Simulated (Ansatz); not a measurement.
`CCCC(C)CC` + `[SH][SbH2]` → `C[S][SbH2]` + `CCC(C)CC`  (substitution at a C–C bond)

Calculated with Ansatz (gas phase, PBE0-D4/def2-TZVP geometries, no zero-point term in ΔE). CCSD(T)/CBS adds triple-zeta CCSD(T) − MP2 to the extrapolated MP2 energy (def2 sets, frozen cores). Functionals use def2-TZVPP. B3LYP here is the variant with VWN-RPA as its local correlation; programs differ in this. Elements past krypton have def2 core potentials. For Sb outer-core shells are correlated without core-valence functions, which leaves a few kJ/mol of doubt a bond. One conformer a species, not always the lowest.

Problem. Is it downhill or uphill in electronic energy at CCSD(T)/CBS, and by how much? (An estimate is asked.)

Solution. Computed: Uphill: ΔE = +18.0 kJ/mol.

Problem. What do these levels give: r2SCAN-D4, PBE0-D4, ωB97X-V, PBE, PBE0, B3LYP, SCS-MP2/def2-TZVPP, CCSD/def2-TZVPP, MP2/def2-QZVPP, SCS-MP2/def2-QZVPP, MP2/CBS(def2), CCSD/CBS(def2)? (An estimate is asked.)

Solution. Computed: r2SCAN-D4 16.8, PBE0-D4 16.7, ωB97X-V 18.6, PBE 15.4, PBE0 17.9, B3LYP 17.6, SCS-MP2/def2-TZVPP 17.9, CCSD/def2-TZVPP 21.6, MP2/def2-QZVPP 16.2, SCS-MP2/def2-QZVPP 16.8, MP2/CBS(def2) 15.3, CCSD/CBS(def2) 19.5 kJ/mol.

Largest T1 diagnostic among the species: 0.013.
